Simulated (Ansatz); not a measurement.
Molecule: GeF3 (charge 0, doublet). It need not be the lowest isomer of its formula. 
Structure (B3LYP-D3(BJ)/def2-TZVP (Ansatz, a quantum-chemistry and plane-wave program) minimum search):
```
Ge
F 1 1.7346
F 1 1.7346 2 106.47
F 1 1.7346 2 106.47 3 -113.30
```
Charge 0, spin multiplicity 2.

Wanted: atomisation energy (electronic, to ground-state atoms), in kJ/mol. Cores are frozen in the correlated levels unless marked. Open shells are spin-unrestricted. No spin-orbit coupling. Frozen are the shells of the preceding noble gas and the d and f shells that filled before the atom's block. Non-relativistic. The coupled-cluster limit lacks core correlation, which all-electron functionals hold. CBS marks a two-point X^-3 extrapolation of the correlation energy; Hartree-Fock from the larger set. The bracket is a focal-point correction in the basis named.

```
level                                                     program  atomisation energy (kJ/mol)  minus last row
-------------------------------------------------  --------------  ---------------------------  --------------
HF/aug-cc-pVTZ                                             Ansatz                        920.5          -490.2
BLYP-D3(BJ)/def2-TZVPD                             Ansatz + dftd3                       1399.6           -11.1
r2SCAN-D4/def2-TZVPD                               Ansatz + dftd4                       1404.8            -5.9
PBE0-D3(BJ)/def2-TZVP                              Ansatz + dftd3                       1355.0           -55.7
PBE0/def2-TZVP                                             Ansatz                       1351.2           -59.5
CAM-B3LYP-D3(BJ)/def2-TZVPD                        Ansatz + dftd3                       1385.0           -25.7
MP2/STO-3G                                                 Ansatz                        863.6          -547.1
SCS-MP2/cc-pVDZ                                            Ansatz                       1246.1          -164.6
CCSD/aug-cc-pVDZ                                           Ansatz                       1276.3          -134.4
RI-MP2/CBS(cc-pVTZ,cc-pVQZ)+[CCSD(T)-MP2]/cc-pVTZ          Ansatz                       1410.7             0.0
```
